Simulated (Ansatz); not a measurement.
Born–Oppenheimer molecular dynamics of a periodic cell of 31 atoms, Ge$_{20}$H$_{11}$ (surface Ge(100)-2x1, H-covered but for one site, underside capped with H). It goes on from the last frame of an earlier run, with new velocities.

Method: DFT PBE, scalar-relativistic, plane waves, PAW (Ansatz 0.2.0). Settings: accuracy low, PAW set soft_1, cutoff 420 eV, k mesh 1x1x1, fermi-dirac smearing 0.02 eV, no spin polarisation.

```json
{
 "ensemble": "NVE (velocity Verlet)",
 "time step": "0.5 fs",
 "steps asked": "300",
 "starting velocities drawn for": "450 K",
 "atoms held": "1 to 12",
 "seed": "436638"
}
```

Frames 2.5 fs apart, positions in Å, forces in eV/Å.

Velocities at 130 fs (Å/ps):

```
H 0.00 0.00 0.00
H 0.00 0.00 0.00
H 0.00 0.00 0.00
H 0.00 0.00 0.00
H 0.00 0.00 0.00
H 0.00 0.00 0.00
H 0.00 0.00 0.00
H 0.00 0.00 0.00
Ge 0.00 0.00 0.00
Ge 0.00 0.00 0.00
Ge 0.00 0.00 0.00
Ge 0.00 0.00 0.00
Ge 0.66 -2.08 3.50
Ge -0.11 1.25 1.17
Ge -2.21 1.84 -1.26
Ge -0.44 -0.46 0.28
Ge -0.14 -0.45 0.52
Ge 0.16 -0.39 0.47
Ge -1.25 -1.22 -0.87
Ge 0.51 3.48 -3.24
Ge 2.31 0.38 1.95
Ge 0.04 -1.94 2.35
Ge 4.92 3.02 -0.84
Ge -0.83 -3.26 -1.08
Ge 0.23 -1.94 1.18
Ge -3.75 0.11 -0.18
Ge -1.49 -1.82 -0.80
Ge -1.07 2.01 0.66
H 16.48 -4.55 -11.80
H 8.55 6.12 -28.56
H 11.14 20.04 -5.99
```

```xyz
31
Lattice="8.0044 0.0000 0.0000 0.0000 8.0044 0.0000 0.0000 0.0000 19.8976" Properties=species:S:1:pos:R:3:forces:R:3 time_fs=130 energy_less_start_eV=0.425 T=277
H 3.266 0.000 1.000 -0.68 -0.09 0.10
H 0.736 0.000 1.000 0.66 -0.10 0.11
H 7.268 0.000 1.000 -0.68 -0.03 0.07
H 4.739 0.000 1.000 0.67 -0.06 0.11
H 3.266 4.002 1.000 -0.66 0.14 0.10
H 0.736 4.002 1.000 0.64 0.15 0.08
H 7.268 4.002 1.000 -0.64 0.05 0.04
H 4.739 4.002 1.000 0.63 0.09 0.08
Ge 2.001 0.000 1.894 0.03 -0.49 -0.12
Ge 6.003 0.000 1.894 0.01 0.08 -1.15
Ge 2.001 4.002 1.894 0.00 0.40 -0.19
Ge 6.003 4.002 1.894 0.04 0.55 -0.31
Ge 2.006 2.006 3.179 1.06 0.04 0.20
Ge 6.017 1.963 3.165 -0.08 0.70 0.56
Ge 2.015 5.989 3.441 -0.06 0.10 -0.59
Ge 6.043 6.100 3.274 -0.01 -1.20 0.95
Ge 0.041 2.048 4.425 -0.52 0.52 0.87
Ge 4.051 2.070 4.574 -0.64 -1.01 0.10
Ge 0.034 6.116 4.844 -0.43 -0.65 -0.34
Ge 4.029 6.047 4.760 0.49 -0.80 0.56
Ge -0.006 0.180 6.013 -0.08 -0.06 -0.51
Ge 3.996 -0.007 6.251 -0.53 0.66 -0.58
Ge -0.005 3.994 6.114 0.15 -0.18 -0.12
Ge 4.062 3.898 6.172 0.05 0.93 -0.79
Ge 1.906 0.887 7.167 1.07 -0.73 0.37
Ge 6.050 0.720 7.256 -0.28 -0.27 0.74
Ge 2.038 3.304 7.307 -0.23 0.31 -0.64
Ge 6.032 3.195 7.332 -0.02 0.35 0.36
H 6.258 0.157 8.721 -0.10 0.20 -0.36
H 2.207 3.477 8.805 -0.12 0.31 0.54
H 5.816 3.511 8.858 0.24 0.10 -0.24
31
Lattice="8.0044 0.0000 0.0000 0.0000 8.0044 0.0000 0.0000 0.0000 19.8976" Properties=species:S:1:pos:R:3:forces:R:3 time_fs=132.5 energy_less_start_eV=0.437 T=272
H 3.266 0.000 1.000 -0.68 -0.09 0.10
H 0.736 0.000 1.000 0.66 -0.09 0.11
H 7.268 0.000 1.000 -0.68 -0.03 0.07
H 4.739 0.000 1.000 0.67 -0.06 0.11
H 3.266 4.002 1.000 -0.66 0.14 0.09
H 0.736 4.002 1.000 0.64 0.14 0.08
H 7.268 4.002 1.000 -0.64 0.05 0.05
H 4.739 4.002 1.000 0.63 0.09 0.09
Ge 2.001 0.000 1.894 0.03 -0.47 -0.13
Ge 6.003 0.000 1.894 0.03 0.11 -1.12
Ge 2.001 4.002 1.894 0.01 0.35 -0.14
Ge 6.003 4.002 1.894 0.04 0.56 -0.31
Ge 2.009 2.001 3.188 1.04 0.11 0.11
Ge 6.017 1.967 3.168 -0.07 0.62 0.52
Ge 2.009 5.994 3.438 0.01 0.07 -0.59
Ge 6.042 6.099 3.275 0.01 -1.16 0.91
Ge 0.040 2.047 4.426 -0.49 0.55 0.89
Ge 4.051 2.069 4.575 -0.61 -1.04 0.09
Ge 0.031 6.112 4.841 -0.41 -0.54 -0.31
Ge 4.031 6.056 4.752 0.42 -0.92 0.60
Ge 0.000 0.181 6.017 -0.23 -0.09 -0.57
Ge 3.996 -0.012 6.257 -0.58 0.65 -0.59
Ge 0.007 4.002 6.112 -0.05 -0.30 -0.10
Ge 4.060 3.890 6.169 0.02 1.04 -0.80
Ge 1.907 0.881 7.170 1.09 -0.69 0.40
Ge 6.040 0.721 7.256 -0.12 -0.12 0.46
Ge 2.034 3.300 7.305 -0.22 0.23 -1.26
Ge 6.029 3.200 7.334 0.14 0.33 0.12
H 6.296 0.150 8.683 -0.11 0.09 -0.03
H 2.226 3.502 8.759 -0.06 0.39 1.20
H 5.850 3.564 8.838 0.18 0.09 -0.03
31
Lattice="8.0044 0.0000 0.0000 0.0000 8.0044 0.0000 0.0000 0.0000 19.8976" Properties=species:S:1:pos:R:3:forces:R:3 time_fs=135 energy_less_start_eV=0.400 T=287
H 3.266 0.000 1.000 -0.67 -0.10 0.09
H 0.736 0.000 1.000 0.66 -0.08 0.11
H 7.268 0.000 1.000 -0.68 -0.03 0.07
H 4.739 0.000 1.000 0.66 -0.07 0.11
H 3.266 4.002 1.000 -0.67 0.15 0.09
H 0.736 4.002 1.000 0.64 0.13 0.08
H 7.268 4.002 1.000 -0.64 0.05 0.05
H 4.739 4.002 1.000 0.63 0.09 0.09
Ge 2.001 0.000 1.894 0.03 -0.45 -0.14
Ge 6.003 0.000 1.894 0.04 0.14 -1.09
Ge 2.001 4.002 1.894 0.02 0.30 -0.09
Ge 6.003 4.002 1.894 0.03 0.56 -0.31
Ge 2.011 1.996 3.197 0.99 0.17 0.03
Ge 6.016 1.971 3.172 -0.06 0.54 0.48
Ge 2.004 5.999 3.434 0.07 0.04 -0.58
Ge 6.041 6.096 3.277 0.03 -1.11 0.85
Ge 0.039 2.047 4.429 -0.45 0.58 0.91
Ge 4.051 2.067 4.576 -0.59 -1.07 0.08
Ge 0.027 6.109 4.839 -0.39 -0.42 -0.29
Ge 4.033 6.063 4.745 0.34 -1.02 0.63
Ge 0.005 0.181 6.021 -0.37 -0.13 -0.63
Ge 3.996 -0.016 6.262 -0.61 0.64 -0.60
Ge 0.019 4.009 6.110 -0.26 -0.41 -0.09
Ge 4.058 3.883 6.165 0.00 1.14 -0.79
Ge 1.909 0.876 7.173 1.10 -0.65 0.45
Ge 6.031 0.721 7.256 0.01 0.07 0.12
Ge 2.030 3.295 7.301 -0.05 0.32 -0.67
Ge 6.027 3.206 7.335 0.29 0.31 -0.13
H 6.328 0.150 8.645 -0.09 -0.06 0.38
H 2.240 3.550 8.778 -0.14 0.27 0.62
H 5.896 3.622 8.816 0.11 0.09 0.17
31
Lattice="8.0044 0.0000 0.0000 0.0000 8.0044 0.0000 0.0000 0.0000 19.8976" Properties=species:S:1:pos:R:3:forces:R:3 time_fs=137.5 energy_less_start_eV=0.389 T=292
H 3.266 0.000 1.000 -0.67 -0.10 0.08
H 0.736 0.000 1.000 0.66 -0.07 0.11
H 7.268 0.000 1.000 -0.68 -0.03 0.07
H 4.739 0.000 1.000 0.66 -0.07 0.11
H 3.266 4.002 1.000 -0.67 0.15 0.09
H 0.736 4.002 1.000 0.64 0.12 0.08
H 7.268 4.002 1.000 -0.64 0.05 0.06
H 4.739 4.002 1.000 0.64 0.09 0.09
Ge 2.001 0.000 1.894 0.03 -0.43 -0.15
Ge 6.003 0.000 1.894 0.05 0.16 -1.04
Ge 2.001 4.002 1.894 0.03 0.25 -0.05
Ge 6.003 4.002 1.894 0.02 0.56 -0.32
Ge 2.015 1.991 3.206 0.92 0.23 -0.05
Ge 6.016 1.975 3.176 -0.06 0.46 0.43
Ge 1.998 6.003 3.429 0.14 0.02 -0.56
Ge 6.040 6.092 3.280 0.05 -1.05 0.79
Ge 0.038 2.047 4.432 -0.38 0.60 0.91
Ge 4.050 2.063 4.577 -0.55 -1.08 0.08
Ge 0.023 6.104 4.836 -0.36 -0.30 -0.26
Ge 4.035 6.070 4.738 0.25 -1.11 0.66
Ge 0.011 0.182 6.025 -0.50 -0.16 -0.67
Ge 3.995 -0.020 6.266 -0.63 0.62 -0.62
Ge 0.031 4.016 6.107 -0.46 -0.51 -0.09
Ge 4.056 3.877 6.161 -0.01 1.23 -0.74
Ge 1.912 0.870 7.177 1.09 -0.62 0.51
Ge 6.021 0.721 7.257 0.16 0.17 0.04
Ge 2.026 3.291 7.298 0.17 0.54 0.33
Ge 6.024 3.211 7.337 0.41 0.33 -0.19
H 6.354 0.146 8.627 -0.09 -0.10 0.50
H 2.246 3.613 8.832 -0.27 0.02 -0.38
H 5.948 3.686 8.803 0.06 0.04 0.19
31
Lattice="8.0044 0.0000 0.0000 0.0000 8.0044 0.0000 0.0000 0.0000 19.8976" Properties=species:S:1:pos:R:3:forces:R:3 time_fs=140 energy_less_start_eV=0.412 T=283
H 3.266 0.000 1.000 -0.67 -0.11 0.08
H 0.736 0.000 1.000 0.66 -0.06 0.11
H 7.268 0.000 1.000 -0.68 -0.03 0.07
H 4.739 0.000 1.000 0.65 -0.07 0.11
H 3.266 4.002 1.000 -0.67 0.15 0.08
H 0.736 4.002 1.000 0.64 0.11 0.08
H 7.268 4.002 1.000 -0.64 0.06 0.06
H 4.739 4.002 1.000 0.64 0.09 0.09
Ge 2.001 0.000 1.894 0.03 -0.41 -0.16
Ge 6.003 0.000 1.894 0.05 0.17 -0.98
Ge 2.001 4.002 1.894 0.05 0.20 0.00
Ge 6.003 4.002 1.894 0.01 0.56 -0.32
Ge 2.020 1.986 3.215 0.82 0.29 -0.13
Ge 6.015 1.980 3.180 -0.05 0.37 0.38
Ge 1.993 6.008 3.425 0.20 -0.01 -0.54
Ge 6.039 6.088 3.283 0.07 -0.97 0.72
Ge 0.036 2.047 4.436 -0.31 0.62 0.90
Ge 4.049 2.059 4.579 -0.49 -1.09 0.08
Ge 0.019 6.100 4.833 -0.32 -0.19 -0.24
Ge 4.037 6.076 4.731 0.15 -1.17 0.68
Ge 0.015 0.183 6.028 -0.61 -0.19 -0.70
Ge 3.993 -0.023 6.271 -0.65 0.58 -0.63
Ge 0.043 4.022 6.105 -0.64 -0.61 -0.10
Ge 4.054 3.872 6.156 -0.02 1.31 -0.68
Ge 1.916 0.863 7.181 1.05 -0.58 0.56
Ge 6.012 0.721 7.257 0.40 0.10 0.33
Ge 2.022 3.288 7.294 0.32 0.71 0.87
Ge 6.022 3.217 7.339 0.51 0.43 -0.06
H 6.374 0.137 8.637 -0.18 0.01 0.24
H 2.236 3.677 8.866 -0.33 -0.19 -0.91
H 6.004 3.751 8.800 0.01 -0.08 0.01
31
Lattice="8.0044 0.0000 0.0000 0.0000 8.0044 0.0000 0.0000 0.0000 19.8976" Properties=species:S:1:pos:R:3:forces:R:3 time_fs=142.5 energy_less_start_eV=0.409 T=284
H 3.266 0.000 1.000 -0.66 -0.11 0.07
H 0.736 0.000 1.000 0.66 -0.05 0.11
H 7.268 0.000 1.000 -0.68 -0.03 0.08
H 4.739 0.000 1.000 0.65 -0.07 0.11
H 3.266 4.002 1.000 -0.67 0.16 0.08
H 0.736 4.002 1.000 0.65 0.10 0.09
H 7.268 4.002 1.000 -0.64 0.06 0.07
H 4.739 4.002 1.000 0.64 0.09 0.10
Ge 2.001 0.000 1.894 0.03 -0.39 -0.18
Ge 6.003 0.000 1.894 0.06 0.19 -0.92
Ge 2.001 4.002 1.894 0.06 0.16 0.04
Ge 6.003 4.002 1.894 0.00 0.55 -0.32
Ge 2.025 1.982 3.224 0.71 0.33 -0.20
Ge 6.015 1.985 3.185 -0.05 0.27 0.33
Ge 1.988 6.013 3.419 0.25 -0.04 -0.52
Ge 6.038 6.083 3.287 0.09 -0.89 0.64
Ge 0.034 2.048 4.440 -0.24 0.64 0.88
Ge 4.047 2.054 4.580 -0.43 -1.08 0.10
Ge 0.014 6.096 4.830 -0.28 -0.09 -0.21
Ge 4.039 6.080 4.726 0.06 -1.23 0.70
Ge 0.020 0.183 6.031 -0.70 -0.22 -0.70
Ge 3.991 -0.025 6.274 -0.64 0.54 -0.65
Ge 0.054 4.028 6.103 -0.80 -0.70 -0.11
Ge 4.052 3.869 6.150 -0.04 1.37 -0.63
Ge 1.921 0.856 7.186 0.99 -0.53 0.60
Ge 6.003 0.721 7.258 0.65 -0.01 0.71
Ge 2.018 3.285 7.291 0.37 0.76 0.86
Ge 6.021 3.224 7.340 0.62 0.54 0.09
H 6.383 0.129 8.661 -0.29 0.15 -0.12
H 2.207 3.731 8.848 -0.29 -0.26 -0.88
H 6.061 3.811 8.798 -0.06 -0.21 -0.18
31
Lattice="8.0044 0.0000 0.0000 0.0000 8.0044 0.0000 0.0000 0.0000 19.8976" Properties=species:S:1:pos:R:3:forces:R:3 time_fs=145 energy_less_start_eV=0.376 T=297
H 3.266 0.000 1.000 -0.66 -0.11 0.06
H 0.736 0.000 1.000 0.66 -0.03 0.11
H 7.268 0.000 1.000 -0.68 -0.04 0.07
H 4.739 0.000 1.000 0.64 -0.08 0.10
H 3.266 4.002 1.000 -0.68 0.16 0.08
H 0.736 4.002 1.000 0.65 0.09 0.09
H 7.268 4.002 1.000 -0.65 0.06 0.07
H 4.739 4.002 1.000 0.64 0.09 0.10
Ge 2.001 0.000 1.894 0.03 -0.36 -0.19
Ge 6.003 0.000 1.894 0.06 0.19 -0.86
Ge 2.001 4.002 1.894 0.07 0.13 0.08
Ge 6.003 4.002 1.894 -0.01 0.55 -0.32
Ge 2.031 1.978 3.232 0.57 0.37 -0.27
Ge 6.014 1.990 3.190 -0.05 0.16 0.28
Ge 1.983 6.018 3.414 0.31 -0.07 -0.49
Ge 6.037 6.077 3.291 0.10 -0.79 0.55
Ge 0.032 2.050 4.446 -0.17 0.66 0.85
Ge 4.045 2.049 4.582 -0.35 -1.05 0.12
Ge 0.009 6.091 4.827 -0.24 0.00 -0.19
Ge 4.042 6.084 4.721 -0.04 -1.27 0.72
Ge 0.023 0.183 6.033 -0.77 -0.25 -0.69
Ge 3.988 -0.027 6.277 -0.62 0.50 -0.68
Ge 0.065 4.034 6.100 -0.93 -0.79 -0.14
Ge 4.050 3.866 6.144 -0.05 1.40 -0.57
Ge 1.926 0.848 7.191 0.91 -0.47 0.62
Ge 5.994 0.722 7.259 0.82 -0.03 0.89
Ge 2.015 3.283 7.289 0.35 0.63 0.31
Ge 6.020 3.230 7.342 0.71 0.58 0.09
H 6.376 0.129 8.679 -0.33 0.21 -0.30
H 2.161 3.770 8.780 -0.18 -0.16 -0.28
H 6.114 3.859 8.786 -0.12 -0.28 -0.22
```

Of the whole run (150 fs, mean temperature of the second half 284 K): The conserved energy stayed within 0.015 meV per atom of its start (net change 0.013 meV per atom), so the integration is sound. A run of 0.15 ps of so small a system gives no equilibrium averages. Limits of this set-up: coarse k mesh, thin slab, slab without dipole correction, odd electron count without spin, a typed lattice constant that wasn't relaxed here, low accuracy level.

The run took 15 min on 4 threads of AMD EPYC 7R43 64-Core Processor (Zen 3), on a shared host, peak memory 1.2 GiB.
